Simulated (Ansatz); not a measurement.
## Molecular dynamics of C2H9AlFNSi

Input file:

```yaml
crystal:
  periodic: [false, false, false]
  atoms:
    - { symbol: C, position_ang: [-0.78353, -1.341188, 0.07414] }
    - { symbol: C, position_ang: [0.163591, -0.106571, -0.017932] }
    - { symbol: "N", position_ang: [1.490244, -0.534185, 0.634226] }
    - { symbol: Al, position_ang: [0.264199, 0.521601, -1.843337] }
    - { symbol: Si, position_ang: [-0.531355, 1.235779, 1.124803] }
    - { symbol: F, position_ang: [-0.946457, 0.629171, 2.594447] }
    - { symbol: H, position_ang: [-1.785363, -1.110372, -0.314701] }
    - { symbol: H, position_ang: [-0.895135, -1.684671, 1.112934] }
    - { symbol: H, position_ang: [-0.392145, -2.192555, -0.503329] }
    - { symbol: H, position_ang: [2.187069, 0.217147, 0.364442] }
    - { symbol: H, position_ang: [1.835886, -1.34626, 0.04731] }
    - { symbol: H, position_ang: [1.619031, 0.775421, -2.436699] }
    - { symbol: H, position_ang: [-0.994669, 0.766238, -2.620277] }
    - { symbol: H, position_ang: [0.454847, 2.286091, 1.293185] }
    - { symbol: H, position_ang: [-1.708113, 1.833755, 0.520087] }
basis:
  gaussian: { orbitals: STO-3G }
hamiltonian:
  xc: pbe0
md:
  timestep: 0.5
  n_steps: 250
  ensemble: nvt_nose_hoover
  temperature: 400.0
  initial_velocities: maxwell_boltzmann
  seed: 7332
  nose_hoover: { tau: 300.0, chain_length: 3 }
scf:
  lower_state_search: "off"
```

Launched with:

```bash
$ ansatz run input.yaml --threads 1 --pin off --max-ram 2048MiB --backend cpu --events-out ev --progress --plain --runs-dir out
```

It starts from a relaxed structure.

Output, in part (one step line in 9, the closing report, with atoms numbered from 0):

```
md step     0: t =     0.00 fs  T =   400.0 K  F+E_penalty+E_count = -20633.88211227 eV  E_kin = 0.672152 eV  conserved = -20633.20996027 eV  (13 SCF iters)
md step     9: t =     4.50 fs  T =   280.6 K  F+E_penalty+E_count = -20633.68032631 eV  E_kin = 0.471551 eV  conserved = -20633.20879674 eV  (19 SCF iters)
md step    18: t =     9.00 fs  T =   231.9 K  F+E_penalty+E_count = -20633.59738122 eV  E_kin = 0.389620 eV  conserved = -20633.20785852 eV  (19 SCF iters)
md step    27: t =    13.50 fs  T =   238.1 K  F+E_penalty+E_count = -20633.60839459 eV  E_kin = 0.400052 eV  conserved = -20633.20858851 eV  (19 SCF iters)
md step    36: t =    18.00 fs  T =   224.1 K  F+E_penalty+E_count = -20633.58296103 eV  E_kin = 0.376576 eV  conserved = -20633.20685834 eV  (19 SCF iters)
md step    45: t =    22.50 fs  T =   159.9 K  F+E_penalty+E_count = -20633.47362463 eV  E_kin = 0.268662 eV  conserved = -20633.20574783 eV  (12 SCF iters)
md step    54: t =    27.00 fs  T =   160.9 K  F+E_penalty+E_count = -20633.47561231 eV  E_kin = 0.270379 eV  conserved = -20633.20635185 eV  (19 SCF iters)
md step    63: t =    31.50 fs  T =   119.2 K  F+E_penalty+E_count = -20633.40407206 eV  E_kin = 0.200323 eV  conserved = -20633.20522602 eV  (19 SCF iters)
md step    72: t =    36.00 fs  T =   137.3 K  F+E_penalty+E_count = -20633.43468468 eV  E_kin = 0.230762 eV  conserved = -20633.20583787 eV  (19 SCF iters)
md step    81: t =    40.50 fs  T =   179.3 K  F+E_penalty+E_count = -20633.50538101 eV  E_kin = 0.301314 eV  conserved = -20633.20655955 eV  (19 SCF iters)
md step    90: t =    45.00 fs  T =   178.3 K  F+E_penalty+E_count = -20633.50291273 eV  E_kin = 0.299637 eV  conserved = -20633.20642367 eV  (19 SCF iters)
md step    99: t =    49.50 fs  T =   175.2 K  F+E_penalty+E_count = -20633.49727742 eV  E_kin = 0.294397 eV  conserved = -20633.20674347 eV  (19 SCF iters)
md step   108: t =    54.00 fs  T =   228.1 K  F+E_penalty+E_count = -20633.58526482 eV  E_kin = 0.383256 eV  conserved = -20633.20682140 eV  (19 SCF iters)
md step   117: t =    58.50 fs  T =   214.9 K  F+E_penalty+E_count = -20633.56231697 eV  E_kin = 0.361085 eV  conserved = -20633.20703859 eV  (19 SCF iters)
md step   126: t =    63.00 fs  T =   206.4 K  F+E_penalty+E_count = -20633.54716147 eV  E_kin = 0.346910 eV  conserved = -20633.20717844 eV  (19 SCF iters)
md step   135: t =    67.50 fs  T =   177.4 K  F+E_penalty+E_count = -20633.49681100 eV  E_kin = 0.298139 eV  conserved = -20633.20665383 eV  (19 SCF iters)
md step   144: t =    72.00 fs  T =   240.9 K  F+E_penalty+E_count = -20633.60431648 eV  E_kin = 0.404755 eV  conserved = -20633.20868851 eV  (19 SCF iters)
md step   153: t =    76.50 fs  T =   226.4 K  F+E_penalty+E_count = -20633.57707869 eV  E_kin = 0.380373 eV  conserved = -20633.20715001 eV  (19 SCF iters)
md step   162: t =    81.00 fs  T =   279.7 K  F+E_penalty+E_count = -20633.66664752 eV  E_kin = 0.469928 eV  conserved = -20633.20876758 eV  (19 SCF iters)
md step   171: t =    85.50 fs  T =   214.9 K  F+E_penalty+E_count = -20633.55600524 eV  E_kin = 0.361183 eV  conserved = -20633.20828931 eV  (19 SCF iters)
md step   180: t =    90.00 fs  T =   235.2 K  F+E_penalty+E_count = -20633.58796067 eV  E_kin = 0.395283 eV  conserved = -20633.20754296 eV  (19 SCF iters)
md step   189: t =    94.50 fs  T =   243.0 K  F+E_penalty+E_count = -20633.59985976 eV  E_kin = 0.408364 eV  conserved = -20633.20809663 eV  (19 SCF iters)
md step   198: t =    99.00 fs  T =   251.9 K  F+E_penalty+E_count = -20633.61134256 eV  E_kin = 0.423284 eV  conserved = -20633.20662213 eV  (19 SCF iters)
md step   207: t =   103.50 fs  T =   184.9 K  F+E_penalty+E_count = -20633.49630977 eV  E_kin = 0.310741 eV  conserved = -20633.20606645 eV  (19 SCF iters)
md step   216: t =   108.00 fs  T =   153.3 K  F+E_penalty+E_count = -20633.44080583 eV  E_kin = 0.257675 eV  conserved = -20633.20545081 eV  (12 SCF iters)
md step   225: t =   112.50 fs  T =   143.2 K  F+E_penalty+E_count = -20633.42126951 eV  E_kin = 0.240582 eV  conserved = -20633.20464980 eV  (19 SCF iters)
md step   234: t =   117.00 fs  T =   182.3 K  F+E_penalty+E_count = -20633.48607054 eV  E_kin = 0.306402 eV  conserved = -20633.20563748 eV  (19 SCF iters)
md step   243: t =   121.50 fs  T =   168.0 K  F+E_penalty+E_count = -20633.46010589 eV  E_kin = 0.282291 eV  conserved = -20633.20586079 eV  (19 SCF iters)
md step   250: t =   125.00 fs  T =   216.1 K  F+E_penalty+E_count = -20633.54133291 eV  E_kin = 0.363078 eV  conserved = -20633.20778614 eV  (19 SCF iters)
Total energy: -20633.54135177 eV, -758.2686587608 hartree
Atom 0 at    -0.762912    -1.333279     0.195680 Å, force    -0.293097    -0.108245     1.372447 eV/Å
Atom 1 at     0.216969    -0.150605    -0.031930 Å, force    -0.773971    -0.145640     0.220834 eV/Å
Atom 2 at     1.467128    -0.620145     0.724134 Å, force     0.980971     0.911917    -0.974428 eV/Å
Atom 3 at     0.200562     0.621576    -1.825759 Å, force     0.497949    -0.175281     0.907329 eV/Å
Atom 4 at    -0.469665     1.196372     1.063404 Å, force     0.180631     0.519472    -0.487588 eV/Å
Atom 5 at    -0.970081     0.618364     2.492351 Å, force     0.005789    -0.213601     0.835017 eV/Å
Atom 6 at    -1.754654    -1.160824    -0.199851 Å, force    -0.533500     0.151391    -0.793379 eV/Å
Atom 7 at    -0.965283    -1.523384     1.294044 Å, force     0.722682     0.136251    -1.086545 eV/Å
Atom 8 at    -0.350196    -2.237980    -0.238085 Å, force    -0.036428    -0.657885    -0.182039 eV/Å
Atom 9 at     2.202413     0.140012     0.506972 Å, force    -0.426572    -0.374321     0.336852 eV/Å
Atom 10 at     1.827059    -1.368178     0.069523 Å, force     0.275505    -0.499035     0.164850 eV/Å
Atom 11 at     1.190597     1.671248    -2.205197 Å, force     0.263904     0.024770     0.040389 eV/Å
Atom 12 at    -0.918244     0.341877    -2.727671 Å, force    -0.659349    -0.274229    -0.491983 eV/Å
Atom 13 at     0.603053     2.160564     1.144310 Å, force    -0.168505     0.374699     0.375313 eV/Å
Atom 14 at    -1.644019     1.771955     0.452581 Å, force    -0.036010     0.329736    -0.237069 eV/Å
Dipole moment:     0.131414     0.088341    -0.478929 e Å
```

The run went to its last step. The conserved energy stayed within 0.38 meV per atom of its start (net change 0.14 meV per atom), so the integration is sound. The mean temperature of the second half is 49 % below the set value. A run of 0.12 ps of so small a system gives no equilibrium averages. Limits of this set-up: minimal basis.

The same pairs are bonded in the first frame and the last. Pairs count as bonded within 1.25 times the sum of covalent radii (0.12 Å more for H–H).

Last frame:

```xyz
15
Properties=species:S:1:pos:R:3
C -0.763 -1.333 0.196
C 0.217 -0.151 -0.032
N 1.467 -0.620 0.724
Al 0.201 0.622 -1.826
Si -0.470 1.196 1.063
F -0.970 0.618 2.492
H -1.755 -1.161 -0.200
H -0.965 -1.523 1.294
H -0.350 -2.238 -0.238
H 2.202 0.140 0.507
H 1.827 -1.368 0.070
H 1.191 1.671 -2.205
H -0.918 0.342 -2.728
H 0.603 2.161 1.144
H -1.644 1.772 0.453
```

Run time: 13 min on 1 thread of Arm Neoverse V1, with other jobs on the host, peak memory 0.1 GiB.
